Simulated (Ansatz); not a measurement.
`OC(O)Br` and `BC(O)O` differ in one atom or group.

Ansatz, PBE0-D4/def2-TZVP geometries, multiplicity 1. Each molecule was computed in one conformer, which needn't be the lowest. `BC(O)O` holds a close contact that its SMILES doesn't draw: O···B 1.66 Å.

Scalar relativity is left out up to krypton. Spin–orbit coupling is left out; it splits and shifts lone-pair levels of the heavy atoms by tenths of an eV.

```json
{"property": "HOMO energy (PBE/def2-TZVPP) / eV", "`OC(O)Br`": "-6.65"}
{"property": "LUMO energy (B3LYP/def2-TZVPP) / eV", "`OC(O)Br`": "-0.38"}
{"property": "zero-point energy (PBE0-D4/def2-TZVP) / kJ/mol", "`OC(O)Br`": "124.2"}
{"property": "HOMO energy (B3LYP/def2-TZVPP) / eV", "`OC(O)Br`": "-7.78"}
{"property": "HOMO energy (PBE0/def2-TZVPP) / eV", "`OC(O)Br`": "-8.04"}
{"property": "size of the dipole moment (ωB97M-V/def2-TZVPP) / D", "`OC(O)Br`": "2.41"}
```

(1) What does the change do to each property? (Estimate.)

Results:

(1) Ansatz gave: 
| property | `BC(O)O` | shift |
| --- | --- | --- |
| HOMO energy (PBE/def2-TZVPP) / eV | -6.78 | -0.13 |
| LUMO energy (B3LYP/def2-TZVPP) / eV | -0.21 | 0.17 |
| zero-point energy (PBE0-D4/def2-TZVP) / kJ/mol | 180.5 | 56.3 |
| HOMO energy (B3LYP/def2-TZVPP) / eV | -8.01 | -0.23 |
| HOMO energy (PBE0/def2-TZVPP) / eV | -8.20 | -0.16 |
| size of the dipole moment (ωB97M-V/def2-TZVPP) / D | 4.04 | 1.63 |

With PBE0 the HOMO falls by 0.16 eV and the LUMO rises by 0.22 eV, so the gap widens by about 0.38 eV. PBE moves the HOMO by -0.13 eV and ωB97M-V by -0.24 eV. The zero-point energy changes by 56.3 kJ/mol with +6 modes. Dipoles are sizes alone; their direction can turn.

B3LYP here is the variant with VWN-RPA as its local correlation; programs differ in this.
